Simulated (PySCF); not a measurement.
A side-by-side comparison of computed properties.

First species: H3O2P.
Atom-mapped SMILES: `[O:1]=[PH2:2][OH:3]` (hydrogens: H4, H5 on P2; H6 on O3)

Second species: C2H9NOSi.
SMILES with atom numbers: `[CH3:1][CH2:2][NH:3][SiH2:4][OH:5]` (hydrogens: H6, H7, H8 on C1; H9, H10 on C2; H11 on N3; H12, H13 on Si4; H14 on O5)

Geometry (GFN2-xTB, Å), atoms numbered from 1 in this order:
```xyz
14
C2H9NOSi angstrom
C     -1.845   -0.190    1.530
C     -1.067    0.154    0.264
N      0.291   -0.326    0.341
Si     1.608    0.403   -0.489
O      2.965   -0.398   -0.090
H     -1.342    0.225    2.400
H     -2.852    0.215    1.477
H     -1.911   -1.269    1.652
H     -1.590   -0.262   -0.610
H     -1.024    1.237    0.137
H      0.317   -1.328    0.474
H      1.643    0.286   -1.946
H      1.621    1.794   -0.030
H      3.184   -0.542    0.827
```

Levels: wB97X-D/def2-SVPD for dipole moment, HOMO energy, LUMO energy, HOMO–LUMO gap, static isotropic polarisability and electronic spatial extent ⟨r²⟩ about the centre of nuclear charge; TDDFT wB97X-D/def2-SVPD for lowest singlet excitation; TDA wB97X-D/def2-SVPD for lowest triplet excitation (Tamm–Dancoff); GFN2-xTB for rotational constant A and rotational constant C. Geometries: GFN2-xTB. Each structure is a single optimised conformer of the isolated species, non-relativistic unless stated. Electronic properties by PySCF.

The conformers computed, where there is a choice (atom-mapped SMILES and torsion angles):
- `[O:1]=[PH2:2][OH:3]`: H–O3–P2–O1 0°
- `[CH3:1][CH2:2][NH:3][SiH2:4][OH:5]`: C1–C2–N3–Si4 -152°, C2–N3–Si4–O5 178°, H–O5–Si4–N3 -52°

| property | column X | column Y |
| --- | --- | --- |
| dipole moment | 1.85 D | 2.33 D |
| HOMO energy | -8.74 eV | -10.55 eV |
| LUMO energy | 1.98 eV | 2.04 eV |
| HOMO–LUMO gap | 10.72 eV | 12.59 eV |
| lowest singlet excitation | 6.48 eV | 7.56 eV |
| lowest triplet excitation (Tamm–Dancoff) | 6.27 eV | 7.24 eV |
| static isotropic polarisability | 63.1 au | 31.0 au |
| electronic spatial extent ⟨r²⟩ about the centre of nuclear charge | 790 bohr² | 199 bohr² |
| rotational constant A | 12.604 GHz | 26.786 GHz |
| rotational constant C | 1.568 GHz | 7.333 GHz |

Question: Which column belongs to which species?

Answer: Column X is the second species and column Y the first. The first has 6 atoms and 34 electrons, the second 14 and 50.

Question: How does each property change from the first species to the second?

Answer: dipole moment -0.48 D; HOMO energy +1.81 eV; LUMO energy -0.06 eV; HOMO–LUMO gap -1.87 eV; lowest singlet excitation -1.08 eV; lowest triplet excitation (Tamm–Dancoff) -0.97 eV; static isotropic polarisability +32.1 au; electronic spatial extent ⟨r²⟩ about the centre of nuclear charge +591 bohr²; rotational constant A -14.182 GHz; rotational constant C -5.765 GHz.

On the first: The dipole matches unit charges of opposite sign 0.49 Å apart (1 e·Å = 4.8032 D). The polarisability is 4.60 Å³ as a volume (1 au = 0.148185 Å³), or 0.91 au for each of the 34 electrons.

On the second: The vertical singlet–triplet gap S1 − T1 is 0.21 eV (TDDFT singlet less Tamm–Dancoff triplet; S1: HOMO→LUMO, weight 0.58, beside HOMO→LUMO+1, weight 0.29; T1: HOMO→LUMO+1, weight 0.47, beside HOMO→LUMO, weight 0.34). A dipole of 1.85 D is allowed in C1, and pure rotational transitions are dipole-allowed.
